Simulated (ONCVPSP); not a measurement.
**How hard is this Ir ONCV potential?**

ONCVPSP 4.0.1 input, shortened (lines: element, Z, core and valence counts, functional; n l f; lmax; l rc ep ncon nbas qcut; lloc lpopt rc5 dvloc0; l nproj debl; icmod fcfact rcfact), PBE, scalar-relativistic:

```
  Ir 77.00   10    4        4      upf
    1    0    2.00
    2    0    2.00
    2    1    6.00
    3    0    2.00
    3    1    6.00
    3    2   10.00
    4    0    2.00
    4    1    6.00
    4    2   10.00
    4    3   14.00
    5    0    2.00
    5    1    6.00
    5    2    7.00
    6    0    2.00
    2
    0    1.85    0.00    3    6    6.00
    1    1.50    0.00    4    8   10.30
    2    2.30    0.00    5   10    5.80
    4    5    1.20    3.00
    0    2    2.10
    1    2    3.00
    2    2    1.50
    0    0.00    0.00
```

Question: For each optimised wave give the share of its norm inside rc, the residual kinetic energy above qcut (Ha) and the cutoffs (Ha) for errors of 10, 1, 0.1 and 0.01 mHa per electron.

Answer:

| wave | norm inside rc | residual KE | 10 mHa | 1 mHa | 0.1 mHa | 0.01 mHa |
| --- | --- | --- | --- | --- | --- | --- |
| 5s | 0.987 | 6.0e-06 | 6.1 | 7.8 | 13.5 | 17.2 |
| 6s | 0.133 | 2.6e-05 | 5.1 | 11.0 | 15.9 | 27.3 |
| 5p | 0.840 | 9.3e-08 | 25.2 | 33.6 | 40.0 | 45.0 |
| p projector 2 | 0.044 | 1.0e-07 | 16.5 | 30.1 | 38.0 | 44.2 |
| 5d | 0.814 | 9.7e-05 | 11.6 | 14.2 | 17.3 | 61.2 |
| d projector 2 | 0.121 | 1.4e-04 | 11.3 | 14.4 | 17.4 | 38.2 |

The occupied waves need 34 Ha and 40 Ha for 1 and 0.1 mHa. Note: no bound ghost flagged; GHOST(+) flagged for s at 122.6 eV.
